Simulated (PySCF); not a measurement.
Isomers of C5H14GeO, mass 164.026 u with the commonest isotopes. Computed with PySCF 2.14.0, PBE0-D3(BJ)/def2-SVP geometry optimisation, gas phase. One conformer each, none proved a minimum here; rigid rotors.

Task: Order these by radius of gyration √(Σ m r²/M), largest first.
A. `[CH3:1][O:2][GeH2:3][C:4]([CH3:5])([CH3:6])[CH3:7]` with C1–O2–Ge3–C4 178°
B. `[CH3:1][CH2:2][CH2:3][C@@H:4]([CH3:5])[O:6][GeH3:7]` with C1–C2–C3–C4 174°, C2–C3–C4–C5 63°, C3–C4–O6–Ge7 75°
C. `[CH3:1][CH2:2][CH2:3][Ge@H:4]([CH3:5])[O:6][CH3:7]` with C1–C2–C3–Ge4 178°, C2–C3–Ge4–C5 57°, C3–Ge4–O6–C7 -60°

Result: B (2.274 Å), C (1.922 Å), A (1.810 Å).

Task: Order these by rotational constant C, largest first.
A. `[CH3:1][O:2][GeH2:3][C:4]([CH3:5])([CH3:6])[CH3:7]` with C1–O2–Ge3–C4 178°
B. `[CH3:1][CH2:2][CH2:3][Ge@H:4]([CH3:5])[O:6][CH3:7]` with C1–C2–C3–Ge4 178°, C2–C3–Ge4–C5 57°, C3–Ge4–O6–C7 -60°
C. `[CH3:1][CH2:2][CH2:3][C@@H:4]([CH3:5])[O:6][GeH3:7]` with C1–C2–C3–C4 174°, C2–C3–C4–C5 63°, C3–C4–O6–Ge7 75°

Result: A (1059 MHz), B (907.9 MHz), C (609.1 MHz).

Task: Order these by out-of-plane moment Σ m c² = (Ia + Ib − Ic)/2, largest first.
A. `[CH3:1][CH2:2][CH2:3][C@@H:4]([CH3:5])[O:6][GeH3:7]` with C1–C2–C3–C4 174°, C2–C3–C4–C5 63°, C3–C4–O6–Ge7 75°
B. `[CH3:1][CH2:2][CH2:3][Ge@H:4]([CH3:5])[O:6][CH3:7]` with C1–C2–C3–Ge4 178°, C2–C3–Ge4–C5 57°, C3–Ge4–O6–C7 -60°
C. `[CH3:1][O:2][GeH2:3][C:4]([CH3:5])([CH3:6])[CH3:7]` with C1–O2–Ge3–C4 178°

Result: C (60.38 u·Å²), B (49.46 u·Å²), A (18.14 u·Å²).

```json
{"SMILES": "CCC[C@@H](C)[O][GeH3]", "point group": "C1", "Ia (u·Å²)": "180.12", "Ib (u·Å²)": "685.90", "Ic (u·Å²)": "829.75", "κ": "-0.88", "μa (D)": "0.40", "μb (D)": "0.76", "μc (D)": "0.74"}
{"SMILES": "C[O][GeH2][C](C)(C)C", "point group": "Cs", "Ia (u·Å²)": "163.93", "Ib (u·Å²)": "434.07", "Ic (u·Å²)": "477.25", "κ": "-0.90", "μa (D)": "0.32", "μb (D)": "0.67", "μc (D)": "0.03"}
{"SMILES": "CC[CH2][Ge@H]([CH3])[O]C", "point group": "C1", "Ia (u·Å²)": "227.76", "Ib (u·Å²)": "427.79", "Ic (u·Å²)": "556.62", "κ": "-0.58", "μa (D)": "1.00", "μb (D)": "0.48", "μc (D)": "0.77"}
```
